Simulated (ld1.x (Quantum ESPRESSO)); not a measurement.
O: variants of one TM potential

Base potential:

- Element: O (Z = 8)
- Generator: ld1.x (Quantum ESPRESSO) 7.5
- Type: norm-conserving Troullier–Martins (Kleinman–Bylander form)
- Functional: PBEsol
- Relativity: non-relativistic
- Frozen core: [He]
- Valence charge: 6
- Reference configuration: 2s2 2p4
- Partial waves: 2s (bound): rc 0.55 bohr; 2p (bound): rc 1.35 bohr; 3d channel at 0.5 Ry: rc 1.30 bohr
- Local potential: all-electron potential smoothed inside 0.95 bohr (lloc = -1)
- Core correction: none

Cutoffs, loose and tight: the cutoffs (Ry, on a coarse ladder) from which the occupation-weighted sum of valence levels, in a spherical-Bessel basis at the reference potential, stays within 10 and 1 mRy of its value at 400 Ry. They do not see the model core or the augmentation charge, which bear on the density cutoff. Test errors are all-electron minus pseudo excitation energies from the reference, over the configurations 2s2 2p3; 2s2 2p2; 2s2 2p1; 2s2 2p3.5; 2s2 2p4.3; 2s1 2p4; 2s0 2p6. A dash means not determined; rows that change the core or the reference have their own tests.

| change | outcome | cutoff, loose | cutoff, tight | bound ghosts | largest test error (meV) |
| --- | --- | --- | --- | --- | --- |
| base | generated | 260 Ry | over 300 Ry | none | +517 |
| core correction a·sin(br)/r model core inside 0.26 bohr | generated | 260 Ry | over 300 Ry | none | +483 |
| core correction a·sin(br)/r model core inside 0.32 bohr | generated | 260 Ry | over 300 Ry | none | +486 |
| core correction a·sin(br)/r model core inside 0.38 bohr | generated | 260 Ry | over 300 Ry | none | +493 |
| core correction a·sin(br)/r model core inside 0.44 bohr | generated | 260 Ry | over 300 Ry | none | +483 |
| core correction a·sin(br)/r model core inside 0.50 bohr | generated | 260 Ry | over 300 Ry | none | +460 |
| core correction a·sin(br)/r model core inside 0.58 bohr | generated | 260 Ry | over 300 Ry | none | +469 |
| core correction a·sin(br)/r model core inside 0.64 bohr | generated | 260 Ry | over 300 Ry | none | +485 |
